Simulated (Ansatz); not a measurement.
One change: `CBO[SiH](O)F` becomes `NCO[SiH](O)F`.

Ansatz, PBE0-D4/def2-TZVP geometries, multiplicity 1. Each molecule was computed in one conformer, which needn't be the lowest.

```json
{"property": "HOMO energy (PBE0/def2-TZVPP) / eV", "`CBO[SiH](O)F`": "-8.53"}
{"property": "HOMO–LUMO gap (PBE0/def2-TZVPP) / eV", "`CBO[SiH](O)F`": "8.31"}
{"property": "HOMO–LUMO gap (ωB97M-V/def2-TZVPP) / eV", "`CBO[SiH](O)F`": "12.59"}
{"property": "HOMO energy (ωB97M-V/def2-TZVPP) / eV", "`CBO[SiH](O)F`": "-10.89"}
{"property": "HOMO–LUMO gap (PBE/def2-TZVPP) / eV", "`CBO[SiH](O)F`": "5.82"}
{"property": "size of the dipole moment (PBE/def2-TZVPP) / D", "`CBO[SiH](O)F`": "1.43"}
```

Question: Give the same properties after the change, and the shifts. (Best estimate.)

Answer: Ansatz gave: 
```json
{"property": "HOMO energy (PBE0/def2-TZVPP) / eV", "`NCO[SiH](O)F`": "-7.79", "shift": "0.74"}
{"property": "HOMO–LUMO gap (PBE0/def2-TZVPP) / eV", "`NCO[SiH](O)F`": "8.55", "shift": "0.24"}
{"property": "HOMO–LUMO gap (ωB97M-V/def2-TZVPP) / eV", "`NCO[SiH](O)F`": "12.41", "shift": "-0.18"}
{"property": "HOMO energy (ωB97M-V/def2-TZVPP) / eV", "`NCO[SiH](O)F`": "-10.22", "shift": "0.67"}
{"property": "HOMO–LUMO gap (PBE/def2-TZVPP) / eV", "`NCO[SiH](O)F`": "6.14", "shift": "0.32"}
{"property": "size of the dipole moment (PBE/def2-TZVPP) / D", "`NCO[SiH](O)F`": "1.46", "shift": "0.03"}
```

With PBE0 the HOMO rises by 0.74 eV and the LUMO rises by 0.99 eV, so the gap widens by about 0.25 eV. PBE moves the HOMO by 0.81 eV and ωB97M-V by 0.67 eV. Dipoles are sizes alone; their direction can turn.
